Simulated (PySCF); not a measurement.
Spinor energies of Pd (palladium, neutral)

Start: [Kr] 4d9 5p1; 4d3/2 filled at m_j = -3/2, -1/2, +1/2, +3/2; 4d5/2 filled at m_j = -3/2, -1/2, +1/2, +3/2, +5/2; 5p3/2 filled at m_j = +3/2. Calculated with PySCF 2.14 in x2c-TZVPall-2c with one added diffuse shell each of s, p, d type (9s10p8d1f, 86 functions): generalised Hartree-Fock with the X2C-1e Hamiltonian and a Gaussian nucleus; one run each with spin-orbit coupling (SO) switched off, then screened by Boettger's factors. This is a chosen level, not necessarily the ground level.

```json
{"spinor shell": "1s1/2", "electrons": "2", "ε, spin-free (eV)": "-24481.2", "ε, screened SO (eV)": "-24479.5", "weight of nominal j (screened SO)": "1.000", "rms radius, screened SO (bohr)": "0.0365"}
{"spinor shell": "2s1/2", "electrons": "2", "ε, spin-free (eV)": "-3663.1", "ε, screened SO (eV)": "-3662.6", "weight of nominal j (screened SO)": "1.000", "rms radius, screened SO (bohr)": "0.150"}
{"spinor shell": "2p1/2", "electrons": "2", "ε, spin-free (eV)": "-3277.8", "ε, screened SO (eV)": "-3388.2", "weight of nominal j (screened SO)": "1.000", "rms radius, screened SO (bohr)": "0.130"}
{"spinor shell": "2p3/2", "electrons": "4", "ε, spin-free (eV)": "-3277.8", "ε, screened SO (eV)": "-3226.7", "weight of nominal j (screened SO)": "1.000", "rms radius, screened SO (bohr)": "0.135"}
{"spinor shell": "3s1/2", "electrons": "2", "ε, spin-free (eV)": "-701.06", "ε, screened SO (eV)": "-700.95", "weight of nominal j (screened SO)": "1.000", "rms radius, screened SO (bohr)": "0.403"}
{"spinor shell": "3p1/2", "electrons": "2", "ε, spin-free (eV)": "-571.23", "ε, screened SO (eV)": "-591.18", "weight of nominal j (screened SO)": "1.000", "rms radius, screened SO (bohr)": "0.399"}
{"spinor shell": "3p3/2", "electrons": "4", "ε, spin-free (eV)": "-571.23", "ε, screened SO (eV)": "-561.96", "weight of nominal j (screened SO)": "1.000", "rms radius, screened SO (bohr)": "0.410"}
{"spinor shell": "3d3/2", "electrons": "4", "ε, spin-free (eV)": "-365.38", "ε, screened SO (eV)": "-368.91", "weight of nominal j (screened SO)": "0.999", "rms radius, screened SO (bohr)": "0.387"}
{"spinor shell": "3d5/2", "electrons": "6", "ε, spin-free (eV)": "-365.38", "ε, screened SO (eV)": "-362.95", "weight of nominal j (screened SO)": "0.999", "rms radius, screened SO (bohr)": "0.390"}
{"spinor shell": "4s1/2", "electrons": "2", "ε, spin-free (eV)": "-110.72", "ε, screened SO (eV)": "-110.72", "weight of nominal j (screened SO)": "1.000", "rms radius, screened SO (bohr)": "1.02"}
{"spinor shell": "4p1/2", "electrons": "2", "ε, spin-free (eV)": "-71.332", "ε, screened SO (eV)": "-75.276", "weight of nominal j (screened SO)": "0.986", "rms radius, screened SO (bohr)": "1.10"}
{"spinor shell": "4p3/2", "electrons": "4", "ε, spin-free (eV)": "-71.332", "ε, screened SO (eV)": "-69.516", "weight of nominal j (screened SO)": "0.993", "rms radius, screened SO (bohr)": "1.13"}
{"spinor shell": "4d3/2", "electrons": "4", "ε, spin-free (eV)": "-14.910", "ε, screened SO (eV)": "-15.495", "weight of nominal j (screened SO)": "0.905", "rms radius, screened SO (bohr)": "1.58"}
{"spinor shell": "4d5/2", "electrons": "5", "ε, spin-free (eV)": "-14.910", "ε, screened SO (eV)": "-14.535", "weight of nominal j (screened SO)": "0.923", "rms radius, screened SO (bohr)": "1.62"}
{"spinor shell": "5p3/2", "electrons": "1", "ε, spin-free (eV)": "-3.384", "ε, screened SO (eV)": "-3.358", "weight of nominal j (screened SO)": "1.000", "rms radius, screened SO (bohr)": "5.77"}
```

```
   quantity    spin-free  screened SO
E (hartree)  -5042.21173  -5043.07228
        M_J            4            4
       ⟨J²⟩       20.071       20.080
       ⟨L²⟩       12.055       12.070
       ⟨S²⟩        2.016        2.031
```

Each row is a mean over spinors that exchange with the open shell spreads, by up to 4.949 eV (4p3/2).

⟨J²⟩ departs a little from M_J(M_J + 1) because the unrestricted spinors polarise the closed shells.

Breit and QED terms are absent; they matter most for the inner s and p1/2 levels.

Densities and radii are taken from the X2C orbitals without a picture-change correction, which distorts them close to the nucleus.

Without spin-orbit coupling the j labels of p, d and f shells carry no meaning; the spin-free column gives the mean over the occupied spinors of each nl shell.
